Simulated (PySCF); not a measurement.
**How methods differ on the ionisation energy of P²⁺**

P²⁺ [Ne] 3s2 3p1 (2P) → P³⁺ [Ne] 3s2 (1S), as a difference of total energies. Calculation: PySCF 2.14, in ANO-RCC-VTZP; scalar relativity by spin-free X2C-1e. Correlated levels: valence: [Ne] frozen. The calculations carry no spin-orbit coupling.

| method | ionisation energy (eV) | plus first-order spin-orbit estimate | error of that sum (eV) |
| --- | --- | --- | --- |
| UHF | 29.583 | 29.624 | -0.579 |
| MP2 (valence) | 29.867 | 29.907 | -0.296 |
| SCS-MP2 (valence) | 29.855 | 29.896 | -0.307 |
| CCSD (valence) | 29.996 | 30.037 | -0.166 |
| CCSD(T) (valence) | 30.024 | 30.064 | -0.139 |
| CCSDT (valence) | 30.035 | 30.076 | -0.127 |

Reference: 30.203 eV (measured; NIST Atomic Spectra Database, ionization energies).

A first-order spin-orbit estimate (lowest level to lowest level, LS coupling) adds 0.041 eV.

Errors of the correlated levels include the incompleteness of this basis and the frozen core.
